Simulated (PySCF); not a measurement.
Geometry:
```tsv
atom	x (Å)	y (Å)	z (Å)
C1	-1.356	-3.173	1.362
C2	-0.874	-1.915	0.711
N3	0.285	-1.941	0.135
N4	0.773	-0.829	-0.467
C5	2.046	-0.999	-1.056
N6	2.573	-2.226	-0.936
O7	2.599	-0.068	-1.629
B8	0.088	0.477	-0.538
O9	0.639	1.537	-1.148
C10	-1.287	0.473	0.149
C11	-2.273	1.488	0.314
C12	-3.372	1.052	1.003
S13	-3.241	-0.601	1.472
C14	-1.682	-0.723	0.732
H15	-2.310	-3.502	0.920
H16	-0.612	-3.969	1.237
H17	-1.532	-3.013	2.438
H18	2.040	-2.935	-0.448
H19	3.478	-2.398	-1.347
H20	1.515	1.259	-1.500
H21	-2.166	2.504	-0.068
H22	-4.266	1.616	1.267
```

Geometry: PBE0-D3(BJ)/def2-SVP; GIAO absolute shieldings from PySCF 2.14, gas phase, non-relativistic, averaged over equivalent atoms.

At CAM-B3LYP/pcSseg-1 (285 basis functions, 120 s wall time on 1 thread of an Arm Neoverse V2, shared host):
```
      atoms  σ (ppm)
         C5     12.9
        C14     24.5
        C10     32.6
         C2     35.5
        C12     41.1
        C11     43.2
         C1    159.5
         N3    -71.5
         N4     52.4
         N6    168.9
         O7     41.0
         O9    205.7
         B8     72.3
        S13    264.6
        H20    20.77
        H21    23.55
        H22    23.96
    H18/H19    25.44
H15/H16/H17    28.87
```

Task: Estimate the result of repeating the calculation with PBE0/pcSseg-1.

Result: 
| atoms | σ at PBE0/pcSseg-1 | change |
| --- | --- | --- |
| C5 | 20.0 | +7.1 |
| C14 | 32.0 | +7.5 |
| C10 | 39.1 | +6.5 |
| C2 | 42.1 | +6.6 |
| C12 | 47.9 | +6.8 |
| C11 | 47.6 | +4.4 |
| C1 | 161.2 | +1.7 |
| N3 | -63.9 | +7.6 |
| N4 | 52.0 | -0.4 |
| N6 | 169.2 | +0.3 |
| O7 | 42.3 | +1.3 |
| O9 | 202.5 | -3.2 |
| B8 | 75.3 | +3.0 |
| S13 | 281.6 | +17.0 |
| H20 | 20.77 | +0.00 |
| H21 | 23.40 | -0.15 |
| H22 | 23.87 | -0.09 |
| H18/H19 | 25.35 | -0.09 |
| H15/H16/H17 | 28.76 | -0.11 |

The largest change is at S13 (aromatic ring sulfur). Cost: 285 basis functions, 93 s wall time on 1 thread of an Arm Neoverse V2, shared host. The order of the carbon signals changes between the two levels.

A carbon bonded to boron is broadened by the quadrupolar boron nucleus and is often missing from a measured spectrum. Hydrogen bonding in solution deshields acid and N–H amide carbonyl carbons by as much as 10 ppm beyond these values.
